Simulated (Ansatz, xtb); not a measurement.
**Relative energy of two isomers of C3H7NSi**

We compare I, `C[C@H]([SiH3])C#N`, a singlet, with II, `C1=NC[SiH2]C1`, a singlet. Both are isolated molecules in the gas phase, relaxed with B3LYP-D3(BJ)/def2-SVP; the shapes shown needn't be the lowest conformers.

I (Å):

```xyz
12

C    -0.3977    1.4872   -2.8380
C    -1.4241    1.0446   -1.7737
C    -1.9772   -0.2753   -2.0573
N    -2.3845   -1.3417   -2.2637
Si   -0.6792    1.0591   -0.0032
H    -0.0232    2.4964   -2.6094
H    -0.8500    1.5072   -3.8411
H     0.4618    0.8004   -2.8681
H    -2.2676    1.7581   -1.7558
H    -1.7209    0.6709    0.9849
H     0.4671    0.1113    0.0490
H    -0.2021    2.4443    0.2732
```

II (Å):

```xyz
12

C    -0.0322    1.8225   -0.8094
C    -0.8013    1.4005   -2.9629
C    -0.9354    0.7076   -0.3027
N     0.0467    2.1605   -2.0335
Si   -1.7571    0.1066   -1.9121
H     0.5892    2.3704   -0.0826
H    -1.4591    2.1057   -3.4991
H    -0.1603    0.9515   -3.7407
H    -1.4362   -1.3111   -2.2441
H    -3.2378    0.2815   -1.9200
H    -0.3412   -0.0650    0.2148
H    -1.6465    1.0982    0.4455
```

Quicker runs give these differences E(II) − E(I): GFN2-xTB −4.2 kcal/mol; HF/STO-3G −2.3 kcal/mol (at GFN2-xTB geometries); r2SCAN-D4/def2-SVP −1.8 kcal/mol (at GFN2-xTB geometries).

**Question.** Estimate E(II) − E(I) at the level CCSD(T)/def2-SVP + ΔMP2/def2-TZVPP.

**Answer.** Calculated at CCSD(T)/def2-SVP + ΔMP2/def2-TZVPP: E(II) − E(I) = +4.2 kcal/mol, so structure I lies lower.

The same difference at several levels:

```tsv
level	geometry	E(II) − E(I) (kcal/mol)	departure from the last row (kcal/mol)	job, with rough time for the two
GFN2-xTB	GFN2-xTB	−4.2	−8.3	optimisation, 0.33 s
HF/STO-3G	GFN2-xTB	−2.3	−6.5	single point, 0.62 s
r2SCAN-D4/def2-SVP	GFN2-xTB	−1.8	−5.9	single point, 3.3 s
B3LYP-D3(BJ)/def2-SVP	B3LYP-D3(BJ)/def2-SVP	+1.6	−2.6	optimisation, 38 s
HF/def2-SVP	B3LYP-D3(BJ)/def2-SVP	+9.5	+5.3	part of the CCSD(T) run
MP2/def2-SVP	B3LYP-D3(BJ)/def2-SVP	+9.7	+5.5	part of the CCSD(T) run
CCSD(T)/def2-SVP	B3LYP-D3(BJ)/def2-SVP	+7.5	+3.4	single point
CCSD(T)/def2-SVP + ΔMP2/def2-TZVPP	B3LYP-D3(BJ)/def2-SVP	+4.2		single point, 26 s
```

As drawn, II has 1 C=N, 1 C–N, 1 C–Si, 1 C–H in place of 1 C–C, 1 C≡N, 1 Si–H. Structure I has no ring, II a 5-membered ring.

GFN2-xTB, HF/STO-3G, r2SCAN-D4/def2-SVP put the two in the other order. The largest departure from CCSD(T)/def2-SVP + ΔMP2/def2-TZVPP is that of GFN2-xTB, 8.3 kcal/mol. The last row adds to CCSD(T) the change of the MP2 difference between the two basis sets, here −3.4 kcal/mol, a large step that makes the value less sure.

With harmonic frequencies from B3LYP-D3(BJ)/def2-SVP (ideal gas, rigid rotor, one conformer each, 298.15 K, 1 atm): on the last row, ΔE + ΔZPE = +6.4, ΔH = +5.5, ΔG = +7.2 kcal/mol.

The correlated steps freeze 9 core orbitals. Mirror images aren't counted in ΔG. Codes used: Ansatz 0.2.0, xtb 6.7.1; the last row on 2 threads of Intel(R) Xeon(R) Processor @ 2.70GHz on a shared host.
